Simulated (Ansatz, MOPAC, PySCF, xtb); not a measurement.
Complex: CH5N (SMILES CN) (first 7 atoms) with CH6Si (SMILES C[SiH3]); geometry from B3LYP-D3(BJ)/def2-TZVP, rigid monomers moved along the line of their centres of mass till H6···Si9 is 4.45 Å.
(charge 0, multiplicity 1):
```xyz
15

C     -0.9787     0.2707     0.0891
N      0.4280     0.1575     0.4703
H     -1.2348    -0.5492    -0.5836
H     -1.1271     1.2007    -0.4617
H     -1.6881     0.2560     0.9270
H      0.5962    -0.7062     0.9716
H      0.6962     0.9170     1.0842
C      1.6374    -0.2688     5.5059
Si    -0.2237    -0.1415     5.3059
H      1.9104    -1.2067     5.9932
H      2.0172     0.5510     6.1184
H      2.1460    -0.2311     4.5412
H     -0.7429    -1.2588     4.4806
H     -0.5973     1.1343     4.6488
H     -0.8876    -0.1942     6.6312
```

```json
[
 {"level": "AM1", "interaction energy (kcal/mol)": "0.03"},
 {"level": "PM3", "interaction energy (kcal/mol)": "-0.22"},
 {"level": "PM6", "interaction energy (kcal/mol)": "-0.16"},
 {"level": "PM7", "interaction energy (kcal/mol)": "-0.49"},
 {"level": "GFN1-xTB", "interaction energy (kcal/mol)": "-0.58"},
 {"level": "HF/3-21G (no counterpoise)", "interaction energy (kcal/mol)": "-0.23"},
 {"level": "PBE/def2-TZVPPD", "interaction energy (kcal/mol)": "-0.23"},
 {"level": "PBE-D3(BJ)/def2-TZVPPD", "interaction energy (kcal/mol)": "-0.68"},
 {"level": "B3LYP/6-311+G** (no counterpoise)", "interaction energy (kcal/mol)": "0.07"},
 {"level": "B3LYP/def2-TZVPPD", "interaction energy (kcal/mol)": "0.12"},
 {"level": "PBE0/def2-TZVPPD", "interaction energy (kcal/mol)": "-0.16"},
 {"level": "MP2/6-31G*", "interaction energy (kcal/mol)": "-0.19"},
 {"level": "MP2/aug-cc-pV(D+d)Z", "interaction energy (kcal/mol)": "-0.42"},
 {"level": "CCSD(T)/aug-cc-pV(D+d)Z", "interaction energy (kcal/mol)": "-0.45"}
]
```

The rows run from -0.68 (PBE-D3(BJ)/def2-TZVPPD) to 0.12 kcal/mol (B3LYP/def2-TZVPPD). The dispersion term adds -0.45 in PBE-D3(BJ). The 3 functionals in def2-TZVPPD without D3 or D4 span 0.35, from PBE to B3LYP.

Counterpoise-corrected where a basis set is named; no monomer relaxation. Rows marked so take none.

Frozen-core correlation. Rows in 3-21G, 6-311+G**, 6-31G* carry no dispersion term and start afresh at each structure (6-31G* with six Cartesian d functions). MP2/6-31G* freezes PySCF's default core. The state that AM1, PM3, PM6, PM7 reach isn't checked; PM7 holds dispersion and hydrogen-bond terms.

Codes used: Ansatz (an electronic-structure program); MOPAC for AM1, PM3, PM6, PM7 (differences of heats of formation); PySCF for 3-21G rows, 6-311+G** rows, 6-31G* rows, the dispersion terms; xtb for the GFN methods. Each number belongs to the level named beside it.
